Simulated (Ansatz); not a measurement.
CH$_{5}$NSSi (`SC1N[SiH2]1`), 9 atoms. The species carries charge 0 and has multiplicity 1. All runs use 2 threads of an Arm Neoverse V1 on a shared host. Correlated methods freeze the cores.

(1) How many basis functions does each run have, and how long does it take in Ansatz? RKS BHLYP-D4/def2-TZVPP energy; RKS r2SCAN0-D4/def2-TZVPP energy; RKS PBE0-D4/def2-QZVPP energy; RKS ωB97M-V/def2-QZVPP energy; RHF-MP2/def2-QZVPP energy; RKS PBE-D4/def2-TZVPP energy and forces; direct RPA on PBE orbitals/def2-TZVPP energy; RKS ωB97M-V/def2-SVP energy; RKS PBE0-D4/def2-TZVP relaxation (8 steps); RHF-CCSD(T)/def2-SVP energy; RKS r2SCANh-D4/def2-TZVPP energy; RKS PBE0-D4/def2-SVP energy. (An estimate is asked.)

Answers

(1) Ansatz gave: Other jobs shared the machine, so times are rough.

| level | job | functions | wall time | peak host memory (GiB) |
| --- | --- | --- | --- | --- |
| RKS PBE0-D4/def2-SVP | energy | 89 | 1.4 s | 0.4 |
| RHF-CCSD(T)/def2-SVP | energy | 89 | 3.4 s | 0.4 |
| RKS PBE-D4/def2-TZVPP | energy and forces | 216 | 3.7 s | 0.26 |
| RKS BHLYP-D4/def2-TZVPP | energy | 216 | 4.4 s | 0.48 |
| direct RPA on PBE orbitals/def2-TZVPP | energy | 216 | 6 s | 0.46 |
| RKS ωB97M-V/def2-SVP | energy | 89 | 7 s | 0.4 |
| RKS r2SCAN0-D4/def2-TZVPP | energy | 216 | 7.5 s | 0.49 |
| RKS r2SCANh-D4/def2-TZVPP | energy | 216 | 8 s | 0.49 |
| RKS PBE0-D4/def2-QZVPP | energy | 404 | 12 s | 1.1 |
| RHF-MP2/def2-QZVPP | energy | 404 | 25 s | 2 |
| RKS ωB97M-V/def2-QZVPP | energy | 404 | 26 s | 1.4 |
| RKS PBE0-D4/def2-TZVP | relaxation (8 steps) | 166 | 39 s | 0.37 |
